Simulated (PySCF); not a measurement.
**ORD: `CC(=C)/C(C)=C\C=O`, C$_{7}$H$_{10}$O**

Geometry:
```json
{"atom": "C1", "x (Å)": "-1.184", "y (Å)": "0.536", "z (Å)": "-1.108"}
{"atom": "C2", "x (Å)": "-0.705", "y (Å)": "-0.041", "z (Å)": "0.004"}
{"atom": "C3", "x (Å)": "-1.579", "y (Å)": "-0.847", "z (Å)": "0.924"}
{"atom": "C4", "x (Å)": "0.709", "y (Å)": "0.148", "z (Å)": "0.407"}
{"atom": "C5", "x (Å)": "0.950", "y (Å)": "0.596", "z (Å)": "1.818"}
{"atom": "C6", "x (Å)": "1.748", "y (Å)": "-0.067", "z (Å)": "-0.433"}
{"atom": "C7", "x (Å)": "1.667", "y (Å)": "-0.660", "z (Å)": "-1.772"}
{"atom": "O8", "x (Å)": "2.619", "y (Å)": "-0.744", "z (Å)": "-2.515"}
{"atom": "H9", "x (Å)": "-0.554", "y (Å)": "1.165", "z (Å)": "-1.741"}
{"atom": "H10", "x (Å)": "-2.231", "y (Å)": "0.414", "z (Å)": "-1.399"}
{"atom": "H11", "x (Å)": "-1.132", "y (Å)": "-1.832", "z (Å)": "1.134"}
{"atom": "H12", "x (Å)": "-2.574", "y (Å)": "-1.003", "z (Å)": "0.485"}
{"atom": "H13", "x (Å)": "-1.713", "y (Å)": "-0.341", "z (Å)": "1.894"}
{"atom": "H14", "x (Å)": "0.675", "y (Å)": "-0.199", "z (Å)": "2.531"}
{"atom": "H15", "x (Å)": "2.007", "y (Å)": "0.847", "z (Å)": "1.983"}
{"atom": "H16", "x (Å)": "0.332", "y (Å)": "1.474", "z (Å)": "2.066"}
{"atom": "H17", "x (Å)": "2.769", "y (Å)": "0.150", "z (Å)": "-0.099"}
{"atom": "H18", "x (Å)": "0.671", "y (Å)": "-1.071", "z (Å)": "-2.065"}
```

Computed, not measured: TDDFT CAM-B3LYP/aug-cc-pVDZ circular dichroism and optical rotation, one conformer, gas phase (PySCF). Geometry: PBE0-D3(BJ)/def2-SVP.

No stereocentre is labelled: unless the shape is locked (an allene, a helicene, a hindered biaryl), the mirror image is equally populated and a measured rotation or CD is zero.

**Question.** Give the optical rotatory dispersion at 633, 589.3, 546, 436, 405, 365 nm.

**Answer.** [α] in deg dm⁻¹ (g/mL)⁻¹:
| λ (nm) | origin-invariant length gauge | modified velocity gauge | length gauge (centre of mass) | isotropic polarisability (au) |
| --- | --- | --- | --- | --- |
| 633 | +41.9 | +41.3 | +41.6 | 97.2 |
| 589.3 | +17.8 | +17.4 | +17.4 | 97.8 |
| 546 | -34.5 | -34.3 | -34.9 | 98.6 |
| 436 | -764.9 | -756.7 | -765.3 | 102.3 |
| 405 | -1728.1 | -1709.0 | -1728.3 | 104.1 |
| 365 | -7153.9 | -7072.5 | -7152.6 | 108.0 |

The shortest wavelength is close to the first absorption, where this undamped response comes out too large.

**Question.** And for the mirror image at 589.3 nm?

**Answer.** -17.8 deg dm⁻¹ (g/mL)⁻¹ (origin-invariant length gauge): the same size and the opposite sign.

**Question.** What is the molar rotation [Φ] = [α]·M/100 of the geometry above at 589.3 nm?

**Answer.** With M = 110.16 g/mol, +19.6 deg cm² dmol⁻¹ (origin-invariant length gauge).

The first excitation lies at 3.72 eV (333 nm) with R = -27.8 × 10⁻⁴⁰ esu² cm² (velocity form).
